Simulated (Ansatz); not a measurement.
The pair A = SiH4 (SMILES [SiH4]) (first 5 atoms), B = H4OSi (SMILES O[SiH3]); geometry from B3LYP-D3(BJ)/def2-TZVP.
(charge 0, multiplicity 1):
```csv
atom,x (Å),y (Å),z (Å)
Si,-0.0062,0.1505,0.1976
H,-0.8232,1.0756,1.0133
H,1.3765,0.6587,0.0843
H,-0.6091,-0.0042,-1.1439
H,0.0172,-1.1748,0.8658
O,-0.4773,-1.2309,3.8016
Si,-0.0222,0.2956,4.2362
H,-0.6117,-1.4117,2.8672
H,1.1141,0.7734,3.4075
H,0.3853,0.2148,5.6527
H,-1.1313,1.2694,4.0888
```

Cores are frozen in the correlated methods. MP2 and its Hartree–Fock in aug-cc-pV(T+d)Z are density fitted.

The values were computed with Ansatz (Gaussian basis) for Hartree–Fock, density functionals and correlated methods. Values without a source in brackets are computed.

The counterpoise-corrected interaction energy is E(AB) − E(A in the pair's basis) − E(B in the pair's basis). Total energies (hartree):

| level | AB | A in the pair's basis | B in the pair's basis |
|---|---|---|---|
| HF/aug-cc-pV(D+d)Z | -657.4249380 | -291.2505243 | -366.1762034 |
| MP2/aug-cc-pV(D+d)Z | -657.8674136 | -291.3725376 | -366.4934583 |
| HF/aug-cc-pV(T+d)Z | -657.4756638 | -291.2638417 | -366.2135164 |
| MP2/aug-cc-pV(T+d)Z | -658.0105656 | -291.4096418 | -366.5988906 |
| CCSD(T)/aug-cc-pV(D+d)Z | -657.9389956 | -291.4073645 | -366.5299942 |

Q: Work out the counterpoise-corrected interaction energy at the basis-set limit: extrapolate the MP2 correlation part as X⁻³, take Hartree–Fock from the larger set, and add the CCSD(T) − MP2 difference of aug-cc-pV(D+d)Z.

A: 
1. Differences (1 hartree = 627.509 kcal/mol): HF/aug-cc-pV(D+d)Z 1.123; MP2/aug-cc-pV(D+d)Z -0.890; HF/aug-cc-pV(T+d)Z 1.063; MP2/aug-cc-pV(T+d)Z -1.276; CCSD(T)/aug-cc-pV(D+d)Z -1.027.
2. Correlation parts, MP2 less HF: -2.013 in aug-cc-pV(D+d)Z (X = 2), -2.339 in aug-cc-pV(T+d)Z (X = 3).
3. Limit (3³·(-2.339) − 2³·(-2.013))/(3³ − 2³) = -2.476; with HF/aug-cc-pV(T+d)Z it gives -1.413.
4. CCSD(T) less MP2 in aug-cc-pV(D+d)Z: -0.138.
Result: -1.55 kcal/mol, against -0.89 at MP2/aug-cc-pV(D+d)Z. It is an estimate of this method's limit, not of the exact value.

Ansatz is a program for electronic structure.
